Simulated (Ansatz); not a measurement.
Clusters of 6 atoms, oxide: gap (eV) at several levels, gas phase, relaxed structures; Ansatz. Clusters are the lowest isomers that short searches found in that spin, judged at the geometry's level. Core potentials for Hf, Ta, W, Y in the def2 sets, no spin–orbit coupling. HOMO and LUMO are taken over both spins. Singlets are spin-restricted. The structures are stationary points that may keep the symmetry of their start. Remarks come from the PBE and PBE0 runs and from stability tests at other levels; not every state was tested.

```
species    state             geometry  PBE-D4/def2-SVP  PBE-D4/def2-TZVP  r2SCAN-D4/def2-TZVP  PBE0-D4/def2-SVP  PBE0-D4/def2-TZVP                        remarks
  Y3O3⁺  singlet   r2SCAN-D4/def2-SVP             1.47              1.46                 1.62              2.51               2.50  restricted SCF unstable in HF
 Ta2O4⁺  doublet   r2SCAN-D4/def2-SVP             0.68              0.72                 1.00              2.40               2.26                              –
  W2O4⁺  doublet   r2SCAN-D4/def2-SVP             1.20              1.10                 1.68              3.44               3.35                              –
 Al3O3⁺  singlet   r2SCAN-D4/def2-SVP             1.24              1.25                 1.27              2.20               2.21  restricted SCF unstable in HF
  V3O3⁺  singlet      PBE-D4/def2-SVP             0.59              0.61                 0.84              2.76               2.72  restricted SCF unstable in HF
  Hf2O4  singlet   r2SCAN-D4/def2-SVP             2.70              2.59                 3.24              4.71               4.61                              –
  Li4O2  singlet  r2SCAN-D4/def2-TZVP             1.73              1.93                 2.53              3.39               3.62                              –
```
